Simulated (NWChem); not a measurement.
Species: GeNH5Te; SMILES N[Te][GeH3]

Computed with NWChem. def2 effective core potentials on Te; no spin-orbit coupling. Each level has its own optimisation; frequencies are unscaled. One conformer.

| level | r N–Te (Å) | r Ge–Te (Å) | r H–N (Å) | highest harmonic frequency (cm⁻¹) | lowest (cm⁻¹) | zero-point energy (kcal/mol) |
|---|---|---|---|---|---|---|
| Hartree-Fock/STO-3G (all-electron, non-relativistic) | 2.058 | 2.558 | 1.032 | 4094 | 64 | 36.5 |
| B3LYP/3-21G (all-electron, non-relativistic) | 2.066 | 2.663 | 1.019 | 3581 | 92 | 30.1 |
| PBE0/def2-SVP (core potentials) | 2.079 | 2.562 | 1.020 | 3637 | 107 | 31.0 |
